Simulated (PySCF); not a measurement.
C₂H₄Cl, doublet, geometry from GFN2-xTB. Base run: B3LYP/cc-pVDZ (PySCF).

Input for PySCF:
```python
from pyscf import gto, scf, dft

mol = gto.M(
    atom='''
C     0.04677316    0.70471225   -0.20454313
C     1.51515190    0.66822849   -0.06284299
Cl   -0.86044375   -0.68577280    0.14716918
H    -0.45045613    1.44149208   -0.80844228
H     1.90236896    1.68339302    0.00115825
H     1.80467594    0.11434297    0.82910532
H     1.99940461    0.18126514   -0.91938050
''',
    basis='cc-pvdz',
    spin=1,
    verbose=4,
)

mf = dft.UKS(mol)
mf.xc = 'b3lyp'
mf.kernel()
```

Each row names what was changed in the base input (with any setting that the change needs).

```json
[
 {"change": "base", "E (Eh)": "-538.78315", "HOMO (eV)": "-5.33", "dipole (D)": "1.39", "<S^2>": "0.754", "core-seconds (rough)": "10", "outcome": "converged"},
 {"change": "functional = camb3lyp", "E (Eh)": "-538.72925", "HOMO (eV)": "-6.99", "dipole (D)": "1.44", "<S^2>": "0.754", "core-seconds (rough)": "20", "outcome": "converged"},
 {"change": "functional = scan", "E (Eh)": "-538.76662", "HOMO (eV)": "-4.74", "dipole (D)": "1.52", "<S^2>": "0.756", "core-seconds (rough)": "20", "outcome": "converged"},
 {"change": "functional = b97m_v", "E (Eh)": "-538.65206", "HOMO (eV)": "-4.53", "dipole (D)": "1.43", "<S^2>": "0.754", "core-seconds (rough)": "200", "outcome": "converged"},
 {"change": "functional = hse06", "E (Eh)": "-538.54534", "HOMO (eV)": "-5.28", "dipole (D)": "1.47", "<S^2>": "0.755", "core-seconds (rough)": "20", "outcome": "converged"},
 {"change": "functional = wb97m_v", "E (Eh)": "-", "HOMO (eV)": "-", "dipole (D)": "-", "<S^2>": "-", "core-seconds (rough)": "-", "outcome": "cut at the time limit"},
 {"change": "functional = x3lyp", "E (Eh)": "-538.68974", "HOMO (eV)": "-5.39", "dipole (D)": "1.39", "<S^2>": "0.754", "core-seconds (rough)": "10", "outcome": "converged"},
 {"change": "functional = wb97x_v", "E (Eh)": "-538.67462", "HOMO (eV)": "-7.96", "dipole (D)": "1.48", "<S^2>": "0.754", "core-seconds (rough)": "200", "outcome": "converged"},
 {"change": "functional = m06", "E (Eh)": "-538.68171", "HOMO (eV)": "-5.47", "dipole (D)": "1.43", "<S^2>": "0.755", "core-seconds (rough)": "20", "outcome": "converged"},
 {"change": "functional = lda,vwn", "E (Eh)": "-536.52241", "HOMO (eV)": "-4.13", "dipole (D)": "1.33", "<S^2>": "0.752", "core-seconds (rough)": "5", "outcome": "converged"},
 {"change": "functional = b3lyp5", "E (Eh)": "-538.65939", "HOMO (eV)": "-5.25", "dipole (D)": "1.38", "<S^2>": "0.754", "core-seconds (rough)": "9", "outcome": "converged"},
 {"change": "functional = lc_wpbe", "E (Eh)": "-538.59283", "HOMO (eV)": "-8.52", "dipole (D)": "1.54", "<S^2>": "0.755", "core-seconds (rough)": "20", "outcome": "converged"},
 {"change": "functional = pbe; dispersion = d3bjm", "E (Eh)": "-538.47077", "HOMO (eV)": "-4.21", "dipole (D)": "1.33", "<S^2>": "0.753", "core-seconds (rough)": "10", "outcome": "converged"}
]
```

Totals shift with the method and basis; they matter in differences.

Open shells are given as the SCF converged; they aren't shown to be the lowest states, and a large step between rows can be another state.
